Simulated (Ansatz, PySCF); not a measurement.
Energy difference R1 → P1 + P2, each structure at its B3LYP-D3(BJ)/def2-TZVP stationary point, reached from a drawn start (curvature not checked).
P1: O2 (SMILES O=O), charge 0, multiplicity 3.
P2: OH (SMILES [OH]), charge 0, multiplicity 2.
R1, HO3 (SMILES [O]OO) (charge 0, multiplicity 2):
```xyz
4

O     -0.50286    -0.15088    -0.83344
O     -0.50928    -0.15278     0.67079
H      0.41903     0.12570    -0.99332
O      0.59311     0.17796     1.15597
```

P less R. No zero-point or thermal terms; open shells are unrestricted; no spin–orbit coupling.

Correlated levels freeze the cores.

The values were computed with Ansatz (Gaussian orbitals); PySCF for the D3/D4 terms. No computed number here is a measurement.

**Question.** One of these levels gives 17.96 kcal/mol for the reaction energy. Which?
(A) PBE-D4/def2-TZVPP
(B) PBE0-D4/def2-TZVPP
(C) B2PLYP/def2-TZVPP
(D) MP2/cc-pVQZ

**Answer.** A, PBE-D4/def2-TZVPP. The others give 3.27 (PBE0-D4/def2-TZVPP), 0.53 (B2PLYP/def2-TZVPP), -11.46 (MP2/cc-pVQZ)

Doubts at one or more of the structures used: a spin-contaminated determinant (MP2/cc-pVQZ).

Ansatz is an electronic-structure program.
